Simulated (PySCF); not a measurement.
# What a mistake does to a calculation on AlClGeH3O cation

These are calculations, not measurements. They come from PySCF 2.14.0, an open-source quantum chemistry program, on an isolated molecule that a program drew, which may never have been made. The molecule is AlClGeH3O cation (charge +1, singlet), drawn as the SMILES string `[AlH2][O][GeH+][Cl]`.

Each row is a Hartree-Fock (HF) and frozen-core CCSD(T) single point in the cc-pV(D+d)Z basis, meant for a local HF minimum. Run 1 is clean. Each other run has one planted mistake out of seven kinds, and not every kind appears here: one electron removed, one electron added, multiplicity raised by two, geometry at a saddle point, minimal basis STO-3G, one bond length entered in bohr, all coordinates scaled. The reference is restricted for singlets and unrestricted otherwise, and also for a bond in bohr. Adding or removing an electron swaps singlet and doublet. Electrons count all cores. HOMO and LUMO are orbital energies over both spins, the gradient is its largest component, and the lowest frequency (negative if imaginary) is given only where the gradient is small. Bond lengths are over the 6 bonds as drawn. T1 is the CCSD diagnostic: over 0.02 (restricted) or 0.045 (unrestricted) a single reference is doubtful. Germanium has the cc-pVDZ-PP basis, with a core potential (ECP10MDF) in place of its 10 inner electrons, and its 3s, 3p and 3d shells are frozen in CCSD(T).

Geometry of the clean run:
```xyz
7
AlClGeH3O cation, angstrom
Al   -1.6156   -0.1954   -0.2961
O    -0.8107   -1.6156    0.4071
Ge    0.0421   -2.9196    0.9735
Cl    1.8547   -3.3564    0.1000
H    -1.2274    1.1295    0.4191
H    -2.5513   -0.5621   -1.4825
H    -0.4720   -3.7769    2.0944
```

| run | electrons | basis functions | <S^2> | HOMO (eV) | LUMO (eV) | gradient (hartree/bohr) | lowest frequency (cm^-1) | mean bond (Å) | longest bond (Å) | T1 | HF (hartree) | CCSD(T) (hartree) | mistake |
|---|---|---|---|---|---|---|---|---|---|---|---|---|---|
| 1 | 72 | 98 | 0.000 | -15.86 | -4.62 | 1.7e-05 | 66 | 1.6843 | 2.059 | 0.0174 | -1071.24024 | -1071.75064 | no fault |
| 2 | 72 | 98 | 0.000 | -15.84 | -4.70 | 5.9e-05 | -74 | 1.6853 | 2.059 | 0.0166 | -1071.23888 | -1071.74878 | geometry at a saddle point |
| 3 | 72 | 98 | 2.040 | -12.31 | -7.60 | 1.4e-01 | - | 1.6843 | 2.059 | 0.0679 | -1071.06757 | -1071.54688 | multiplicity raised by two |
| 4 | 71 | 98 | 0.845 | -21.83 | -13.71 | 6.4e-02 | - | 1.6843 | 2.059 | 0.0274 | -1070.69811 | -1071.18626 | ? |
| 5 | 72 | 98 | 0.853 | -12.73 | -4.62 | 1.1e-02 | - | 1.9148 | 2.938 | 0.0482 | -1071.13943 | -1071.63758 | ? |

**Which mistake was planted in run 4, and what did it cost?**

It counts 71 electrons, one fewer than the clean run, at the same geometry and basis. So the mistake is: one electron removed. Subtracting run 1 and multiplying by 627.51 kcal/mol a hartree, the energy moved by 340.2 kcal/mol in HF and 354.2 kcal/mol in CCSD(T).

**Which mistake was planted in run 5, and what did it cost?**

The mean bond changes by a factor of 1.137 and the longest by 1.427, so the molecule wasn't scaled as a whole. A length L in bohr read as angstrom grows by (1/0.5292 - 1) L = 0.890 L. The 6 bonds together grew by 6 x 0.2305 = 1.383 Å, which gives L = 1.554 Å. That is the length of one of the Al-H bonds, 1.555 Å in the clean geometry. So the mistake is: one bond length entered in bohr. Subtracting run 1 and multiplying by 627.51 kcal/mol a hartree, the energy moved by 63.3 kcal/mol in HF and 70.9 kcal/mol in CCSD(T).

Cautions from the logs. Run 3: T1 is over the limit, so its CCSD(T) energy is less reliable; run 5: T1 is over the limit, so its CCSD(T) energy is less reliable.
